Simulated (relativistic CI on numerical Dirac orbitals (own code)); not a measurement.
# Line list: Electric-dipole lines, In³²⁺

These numbers are calculated, not measured: Dirac-Coulomb-Breit CI, orbitals from a KLI potential per configuration, model QED (radiative potential, 1s self-energy scaled to tabulated hydrogen-like ionisation energies), unscaled Slater integrals (own radial code, finite nucleus).

CI space (outside the closed core [Ne]): 3s²3p⁵, 3s3p⁶, 3s²3p⁴3d, 3s3p⁵3d, 3p⁶3d, 3s3p⁴3d², 3s²3p³3d4p, 3p⁶4s, 3s3p⁴3d4s, 3s²3p⁴4s, 3p⁶4p, 3s²3p⁴4p, 3s²3p³3d², 3s²3p²3d³, 3s3p³3d³, 3s²3p²3d²4s, 3s²3p²3d²4p. Double excitations out of closed p, d and f shells are left out; levels of such configurations are missing from the list, as are those of other unlisted configurations, and high levels can miss mixing partners.

| λ vac (nm) | Lower | Upper | A (s⁻¹) | log gf | S velocity/length |
| --- | --- | --- | --- | --- | --- |
| 5.5315 | 3s²3p⁴3d ²F7/2 [8] | 3s²3p³3d² ²F°7/2 [134] | 2.64e+11 | -0.01 | 1.02 |
| 5.5659 | 3s²3p⁴3d ⁴F7/2 [6] | 3s²3p³3d² ²G°7/2 [121] | 1.80e+11 | -0.17 | 0.93 |
| 5.5914 | 3s²3p⁴3d ²F7/2 [8] | 3s²3p³3d² ²D°5/2 [129] | 3.90e+11 | 0.04 | 0.82 |
| 5.5935 | 3s²3p⁴3d ⁴F7/2 [6] | 3s²3p³3d² ⁴D°5/2 [118] | 2.13e+11 | -0.22 | 0.96 |
| 5.6047 | 3s²3p⁴3d ⁴D5/2 [5] | 3s²3p³3d² ⁴D°3/2 [109] | 3.88e+11 | -0.14 | 0.87 |
| 5.6150 | 3s²3p⁴3d ⁴F9/2 [9] | 3s²3p³3d² ⁴D°7/2 [130] | 3.93e+11 | 0.17 | 0.82 |
| 5.6322 | 3s²3p⁴3d ²D5/2 [12] | 3s²3p³3d² ²D°5/2 [151] | 5.66e+11 | 0.21 | 0.97 |
| 5.6388 | 3s²3p⁴3d ⁴F7/2 [6] | 3s²3p³3d² ⁴D°7/2 [113] | 2.11e+11 | -0.10 | 0.97 |
| 5.6810 | 3s²3p⁴3d ⁴F9/2 [9] | 3s²3p³3d² ⁴F°9/2 [126] | 4.61e+11 | 0.35 | 1.00 |
| 5.7029 | 3s²3p⁵ ²P°3/2 [1] | 3s²3p⁴3d ²D5/2 [27] | 6.04e+11 | 0.25 | 1.06 |
| 5.7256 | 3s²3p⁵ ²P°3/2 [1] | 3s²3p⁴3d ²S1/2 [26] | 7.81e+11 | -0.11 | 1.02 |
| 5.7668 | 3s²3p⁵ ²P°3/2 [1] | 3s²3p⁴3d ²P3/2 [25] | 4.15e+11 | -0.08 | 0.95 |
| 5.7779 | 3s²3p⁵ ²P°1/2 [2] | 3s²3p⁴3d ²D3/2 [31] | 5.26e+11 | 0.02 | 1.03 |
| 5.7859 | 3s²3p⁴3d ²G9/2 [22] | 3s²3p³3d² ²G°9/2 [179] | 3.51e+11 | 0.25 | 0.95 |
| 5.8086 | 3s²3p⁴3d ²G9/2 [22] | 3s²3p³3d² ²H°11/2 [176] | 2.26e+11 | 0.14 | 1.16 |
| 5.8511 | 3s²3p⁴3d ⁴F9/2 [9] | 3s²3p³3d² ⁴G°11/2 [115] | 2.40e+11 | 0.17 | 1.14 |
| 5.9232 | 3s²3p⁴3d ²D5/2 [27] | 3s²3p³3d² ²F°7/2 [194] | 4.77e+11 | 0.30 | 1.05 |
| 6.2226 | 3s²3p⁴3d ⁴F7/2 [6] | 3s²3p³3d² ²H°9/2 [89] | 1.30e+11 | -0.12 | 1.12 |
| 6.3092 | 3s²3p⁴3d ⁴D5/2 [5] | 3s²3p³3d² ⁴F°7/2 [78] | 1.16e+11 | -0.26 | 1.08 |
| 6.6199 | 3s²3p⁵ ²P°1/2 [2] | 3s²3p⁴3d ²P1/2 [29] | 4.53e+11 | -0.23 | 0.98 |

Terms are leading LS components. Brackets give the number of a level in order of energy, since labels repeat. The list gives strong lines, with weight on those to low levels, among the lowest 200 of 2504 levels, so that lines to higher ones, which can be the strongest, are missing. Levels whose partners in the same complex of configurations lie outside the list can be far off, and so can their lines. Rates are taken at the computed energies, electric ones in the length gauge. A velocity-to-length ratio far from 1 marks an uncertain rate.

At this charge energies of transitions that change n are usually good to better than 1 %, and those within a shell (Δn = 0) to a few per cent.

LS names give the leading component of a level, which can be under half, so a name can repeat, a term be missing and a line seem to break the LS rules.
